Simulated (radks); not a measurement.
Task: Valence configurations of neutral scandium (all share [Ar]). Method: scalar-relativistic Kohn-Sham, PBEsol, spin-unpolarised, spherical densities, point nucleus; computed with a radial shooting solver on a logarithmic mesh with Libxc functionals. Order these by energy: 3d1.5 4p1.5; 3d1 4s2; 3d3; 3d2 4s1; 3d1 4s1 4p1; 3d1 4p2; 3d0.5 4s2 4p0.5; 4s2 4p1; 3d2 4p1; 3d1 4s1.5 4p0.5.

Result: From the lowest, in eV above it: 3d1 4s2 0.000; 3d0.5 4s2 4p0.5 1.290; 3d1 4s1.5 4p0.5 1.382; 3d2 4s1 1.664; 3d1 4s1 4p1 2.791; 4s2 4p1 3.489; 3d2 4p1 4.089; 3d3 4.100; 3d1.5 4p1.5 4.589; 3d1 4p2 5.684. NIST lists [Ar] 3d1 4s2 as the ground configuration; this level of theory agrees among the configurations tried. The energies are those of spherical spin-averaged densities, not of single terms.
